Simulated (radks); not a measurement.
Q: Species: Sc5+. Configuration: [Ne] 3s2 3p4 (the NIST ground configuration). Calculated with a radial shooting solver on a logarithmic mesh with Libxc functionals: Dirac Kohn-Sham, PBE, spin-unpolarised, spherical densities, finite nucleus; open shells fill j = l - 1/2 first; Fermi nuclear charge, rms radius 3.5459 fm. Some entries of the table are withheld. Estimate them.

orbital,occ.,eigenvalue (eV),r(max) (bohr),<1/r> (bohr^-1)
1s1/2,2,-4479.875,0.04780,20.77
2s1/2,2,(1),0.2833,4.315
2p1/2,2,-472.6595,(2),4.244
2p3/2,4,-467.9942,(3),4.195
3s1/2,2,-125.8500,(4),1.396
3p1/2,2,-103.6004,0.9188,1.302
3p3/2,2,-102.9674,0.9240,1.293

A: 
(1) 2s1/2 eigenvalue (eV): -555.2957
(2) 2p1/2 r(max) (bohr): 0.2306
(3) 2p3/2 r(max) (bohr): 0.2327
(4) 3s1/2 r(max) (bohr): 0.8993
